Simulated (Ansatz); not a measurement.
## Which method gave which barrier?

Saddle point of GaH₂ClO₂, singlet (GaH₂ClO₂ ([OH][Ga]([OH])[Cl]) → GaClO + H₂O (still joined by a long Ga–O bond); bonds formed: O2–H4; bonds broken: O3–H4; bonds weakened to dative contacts: Ga1–O2), PBE0-D4/def2-TZVP structure:

```xyz
6
angstrom
Ga -0.6299 0.3381 -0.6257
O 0.9462 -0.1296 0.5735
O -0.4861 -1.3288 -0.9276
H 0.5535 -1.0287 0.0790
Cl -1.2727 2.3283 -0.6320
H 0.8890 -0.1793 1.5328
```

Program: Ansatz 0.2.0. Basis: def2-TZVPP, with def2-QZVPP for the basis limit. Cores are frozen in the correlated methods. Filled d shells of the heavier atoms are correlated. The def2 sets are not built for correlating such inner shells, so the correlated values are less sure here. Extrapolation: Hartree–Fock as exp(−7.88 √X), correlation as X^−2.97. Four methods, as single points on the PBE0-D4 structures, gave these electronic barriers from the start structure: 183.4, 205.2, 221.1, 293.3 kJ/mol.

The methods were, in alphabetical order, CCSD(T), HF, PBE-D4, r2SCAN-D4. Which gave which? (Judge from chemistry; the calculation decides.)

Computed: PBE-D4 183.4; r2SCAN-D4 205.2; CCSD(T) 221.1; HF 293.3 kJ/mol. For comparison, CCSD(T) at an estimated basis limit (MP2 extrapolated from triple and quadruple zeta, plus CCSD(T) − MP2 in triple zeta) gives 220.0 kJ/mol.

T1 diagnostic: at most 0.021.

Labels in which every atom is bracketed show which atoms are joined, not bond orders.

For scale, one of the runs: CCSD(T)/def2-TZVPP, 180 basis functions, launched by `ansatz run in.yaml --threads 4 --pin off --events-out ev --progress --plain --max-ram 9574MiB`. Time: 100 s of wall clock on 4 CPU threads of an AMD EPYC; the host was shared. Peak host memory: 1.8 GiB.
